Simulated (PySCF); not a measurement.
## Atomic charges by several schemes

Species: C4H5F3NP.
Structure used (GFN2-xTB), in Å, numbered top down from 1:
```
atom  x, y, z in Å
C1    -1.643    0.049   -0.385
P2    -0.493    0.130    1.050
C3     0.718   -1.248    0.655
C4     0.909   -1.483   -0.747
N5     1.031   -1.677   -1.866
C6     0.577    1.533    0.364
F7     0.948    1.401   -0.916
F8     1.704    1.659    1.082
F9    -0.086    2.695    0.456
H10   -1.109   -0.034   -1.332
H11   -2.258    0.949   -0.380
H12   -2.296   -0.813   -0.255
H13    1.673   -1.003    1.132
H14    0.325   -2.159    1.119
```

Density: PBE0/pcSseg-1 (PySCF); schemes: Mulliken, IAO, Hirshfeld and ESP-fitted. Isolated species at its GFN2-xTB geometry (one conformer only).

Task: What partial charge does each atom carry?

Result: In e:

| atom | environment | Mulliken | IAO | Hirshfeld | ESP-fitted |
| --- | --- | --- | --- | --- | --- |
| C1 | sp3 carbon bound to phosphorus | -0.499 | -0.620 | -0.165 | -0.193 |
| P2 | phosphine phosphorus | +0.300 | +0.513 | +0.170 | -0.145 |
| C3 | sp3 carbon bound to phosphorus | -0.410 | -0.488 | -0.091 | -0.196 |
| C4 | nitrile carbon | +0.065 | +0.133 | +0.074 | +0.324 |
| N5 | nitrile nitrogen | -0.237 | -0.241 | -0.218 | -0.444 |
| C6 | CF3 carbon | +0.632 | +0.624 | +0.210 | +0.390 |
| F7 | fluorine of a CF3 group | -0.254 | -0.271 | -0.077 | -0.113 |
| F8 | fluorine of a CF3 group | -0.268 | -0.281 | -0.095 | -0.143 |
| F9 | fluorine of a CF3 group | -0.265 | -0.278 | -0.095 | -0.135 |
| H10 | methyl hydrogen | +0.188 | +0.171 | +0.039 | +0.082 |
| H11 | methyl hydrogen | +0.169 | +0.174 | +0.054 | +0.111 |
| H12 | methyl hydrogen | +0.161 | +0.168 | +0.054 | +0.141 |
| H13 | methylene hydrogen | +0.211 | +0.201 | +0.069 | +0.144 |
| H14 | methylene hydrogen | +0.205 | +0.197 | +0.072 | +0.177 |

Mean size of the charges over all atoms: IAO 0.312 e, Mulliken 0.276 e, ESP-fitted 0.196 e, Hirshfeld 0.106 e. Each set sums to the total charge, 0, to within 0.001 e. The ESP scheme is a least-squares fit of atom-centred charges to the potential on four shells outside the van der Waals surface, with the total charge fixed.

Lowest charge. The schemes don't all agree: Mulliken C1 (-0.499); IAO C1 (-0.620); Hirshfeld N5 (-0.218); ESP-fitted N5 (-0.444).

Highest charge. All schemes agree: Mulliken C6 (+0.632); IAO C6 (+0.624); Hirshfeld C6 (+0.210); ESP-fitted C6 (+0.390).

Task: How closely do the schemes follow one another over all atoms?

Result: Correlation coefficient and root-mean-square difference: Mulliken with IAO 0.99, 0.072 e; IAO with Hirshfeld 0.93, 0.245 e; Mulliken with Hirshfeld 0.93, 0.204 e; Hirshfeld with ESP-fitted 0.81, 0.144 e; Mulliken with ESP-fitted 0.76, 0.203 e; IAO with ESP-fitted 0.69, 0.255 e.

Task: How many electrons does the IAO scheme count on C1?

Result: Z − q = 6 − (-0.620) = 6.620.

Task: Sum the charges by element, for elements with more than one atom.

Result: 
| element | atoms | Mulliken | IAO | Hirshfeld | ESP-fitted |
| --- | --- | --- | --- | --- | --- |
| C | 4 | -0.212 | -0.351 | +0.027 | +0.325 |
| F | 3 | -0.787 | -0.831 | -0.267 | -0.391 |
| H | 5 | +0.935 | +0.911 | +0.288 | +0.655 |

These values come from a run that also computed NMR shieldings. Cost: about 80 s of CPU time on one thread; the machine was shared, so the figure is rough.
